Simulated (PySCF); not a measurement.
Cl₃Si, SMILES Cl[Si](Cl)Cl (connectivity only; charge and spin as stated), charge +1, multiplicity 1. Geometry: B3LYP-D3(BJ)/def2-SVP. The multiplicity is an assumed one; other spin states were not compared. The isomer is the one that the SMILES or the coordinates give; other isomers of the formula were not compared.

PySCF with TDA-LC-ωPBE/def2-SVPD puts the lowest singlet excitations at 6.06, 6.71, 6.91, 6.91, 7.12, 7.12 eV.

Task: What are the lowest excitation roots from PySCF with ADC(2)/aug-cc-pVDZ? (An estimate is asked for; the answer gives what the named calculation found.)

Result: 5.90, 6.46, 6.82, 6.82, 7.01, 7.01 eV. S1 differs by -0.16 eV (second minus first; roots are paired by order, and the bases may differ).
